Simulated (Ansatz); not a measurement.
BH8NSi2 can be A, `B[SiH2]N[SiH3]`, or B, `NB[SiH2][SiH3]`.

Isolated molecules relaxed with PBE0-D4/def2-TZVP in Ansatz; ΔE leaves out vibrations. CBS: MP2 limit from def2 TZ/QZ plus the TZ coupled-cluster correction, frozen cores. DFT in def2-TZVPP. B3LYP here is the variant with VWN-RPA as its local correlation; programs differ in this. One conformer a species, not always the lowest.

A:

Z-matrix (Å, degrees):
```
Si
N 1 1.733
B 1 2.003 2 113.1
H 1 1.490 2 107.6 3 124.8
H 1 1.502 2 113.1 3 -118.8
Si 2 1.725 1 128.4 3 -160.0
H 2 1.010 1 115.0 3 29.2
H 3 1.196 1 119.8 2 167.5
H 3 1.198 1 123.0 2 -15.5
H 6 1.491 2 113.5 1 -97.9
H 6 1.485 2 107.3 1 21.7
H 6 1.488 2 110.2 1 141.7
```

B:

```xyz
12

N    -0.383    2.280    0.727
B     0.423    1.421   -0.002
Si    0.672   -0.500    0.552
Si   -0.432   -1.925   -0.943
H    -0.857    2.014    1.574
H    -0.547    3.238    0.461
H     0.943    1.851   -0.994
H     0.127   -0.769    1.919
H     2.113   -0.888    0.560
H     0.075   -1.723   -2.328
H    -0.239   -3.357   -0.582
H    -1.894   -1.642   -0.943
```

Q: Which is lower in electronic energy at CCSD(T)/CBS, and by how much? (Estimate.)

A: Computed: B, by 15.3 kcal/mol.

Q: Give E(B) − E(A) in kcal/mol with r2SCAN-D4, B3LYP-D4, MP2/def2-TZVPP, B2PLYP, ωB97M-V, CCSD(T)/def2-TZVPP, B3LYP. (An estimate is asked.)

A: The calculation gave: r2SCAN-D4 -19.0, B3LYP-D4 -16.9, MP2/def2-TZVPP -14.3, B2PLYP -15.8, ωB97M-V -15.7, CCSD(T)/def2-TZVPP -16.0, B3LYP -17.4. None reverses the order clearly.

Largest T1 diagnostic: 0.014.

In def2-TZVPP, CCSD(T) changes the Hartree–Fock value by −8.1 kcal/mol (the triples alone add −1.4 kcal/mol) and MP2 by −6.4 kcal/mol. From PBE to PBE0 (25 % exact exchange), in def2-TZVPP and without D4, E(B) − E(A) moves by +2.9 kcal/mol.
